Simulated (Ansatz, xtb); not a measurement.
Molecule: SbF$_{2}$ (charge +1, singlet). It need not be the lowest isomer of its formula. SMILES: [F][Sb+][F]
Coordinates optimised at B3LYP-D3(BJ)/def2-TZVP (Ansatz, a first-principles code):
```
Sb
F 1 1.8520
F 1 1.8520 2 96.14
```
Charge +1, spin multiplicity 1.

Harmonic wavenumbers from GFN2-xTB (xtb, at its own minimum), cm⁻¹: 181, 437, 456.

Q: Give the harmonic wavenumbers at B3LYP-D3(BJ)/def2-TZVP (Ansatz, finite differences of forces, unscaled).

A: 223, 711, 721 cm⁻¹. Zero-point energy 2.4 kcal/mol.

Q: From these and the geometry, give the ideal-gas thermochemistry at 298.15 K and 1 atm (rigid rotor, harmonic oscillator).

A: Point group C2v, rotational symmetry number 2. Rotational constants 11.39, 7.006, 4.339 GHz. S(trans) 41.11, S(rot) 22.97, S(vib) 2.51, S(elec, spin only) 0.00, S 66.6 cal/(mol K). H(298) - H(0) 2.83 kcal/mol; G - E(el) -14.7 kcal/mol.
